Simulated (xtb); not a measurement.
xtb input:

```bash
xtb mol.xyz --gfn 1 --opt tight --chrg 0 --uhf 0
```
mol.xyz:
```
2

Sr    -0.00000000    -0.00000000    -0.33687817
O      0.00000000     0.00000000     1.60017132
```

Problem. What final total energy does it print?

Solution. -5.20907 Eh (GFN1-xTB).
